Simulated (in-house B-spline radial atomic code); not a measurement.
Configurations of Tc6+, with energies counted from [Kr] 4d1. Level of theory: scalar-relativistic (X2C) TPSSh, spin-polarised, spherical fractional occupations, exact exchange averaged over the configuration, Fermi nucleus of rms radius 4.41117 fm; calculated with an all-electron radial atomic-structure program (B-spline basis). Shells without spins written out take the highest spin.

Occupations are held fixed; configurations that lie above the ionisation limit could autoionise.

| configuration | E - E(ref) (eV) | highest orbital | its <r> (bohr) |
| --- | --- | --- | --- |
| [Kr] 5s1 | 20.814 | 5s up | 2.165 |
| [Kr] 5p1 | 30.122 | 5p up | 2.384 |
| [Kr] 4f1 | 39.778 | 4f up | 1.91 |
| [Ar] 3d10 4s2 4p5 4d2 | 42.067 | 4d up | 1.303 |
| [Ar] 3d10 4s2 4p5 4d1 4f1 | 82.668 | 4f up | 1.848 |
| [Ar] 3d10 4s2 4p5 4d1 5f1 | 101.25 | 5f up | 3.648 |

Question: Order these further configurations by energy, lowest first.
A. [Ar] 3d9 4s2 4p6 4d1 4f1
B. [Kr] 5f1
C. [Kr] 5d1
D. [Ar] 3d9 4s2 4p6 4d2
E. [Ar] 3d10 4s2 4p5 4d1 5p1

Answer: C (43.788 eV), B (57.356 eV), E (73.778 eV), D (263.06 eV), A (305.5 eV).

Question: How far above the reference does [Ar] 3d10 4s2 4p5 4d1 5s1 lie?

Answer: 64.276 eV; its least bound orbital is 5s up with <r> = 2.143 bohr.
